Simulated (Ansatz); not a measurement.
The lowest singlet and triplet of FHSi (SMILES F[SiH]); geometries from B3LYP-D3(BJ)/def2-TZVP, each state relaxed from the structure named, with no frequency check.
Singlet (charge 0, multiplicity 1):
```xyz
3

F      0.84410    -0.57545     0.00000
Si    -0.43485     0.41865     0.00000
H     -1.50909    -0.68207     0.00000
```
Triplet (charge 0, multiplicity 3):
```tsv
atom	x (Å)	y (Å)	z (Å)
F	0.9261	-0.4626	0.0000
Si	-0.4757	0.3370	0.0000
H	-1.6752	-0.5540	0.0000
```

A positive gap puts the triplet lower; no zero-point energy. R- takes a restricted singlet. U- takes an unrestricted singlet (broken symmetry where lower, unprojected). The triplet is unrestricted in single-reference levels. Active spaces average the two states.

Frozen-core correlation.

Run with Ansatz (Gaussian orbitals). 

What is the computed gap E(singlet) − E(triplet), adiabatic (FIC-MRCISD+Q on SA-CASSCF(2,2)/cc-pV(Q+d)Z)?

-38.7 kcal/mol

Predict the gap E(singlet) − E(triplet), adiabatic from U-HF/cc-pV(T+d)Z (spin-contaminated).

-22.2 kcal/mol

Estimate the gap E(singlet) − E(triplet), adiabatic that R-SCS-MP2/cc-pV(D+d)Z returns for this input.

-38.0 kcal/mol

Doubts at one or more of the structures used: a restricted determinant that unrestricted orbitals would lower (R-SCS-MP2/cc-pV(D+d)Z).

Ansatz is a first-principles code.
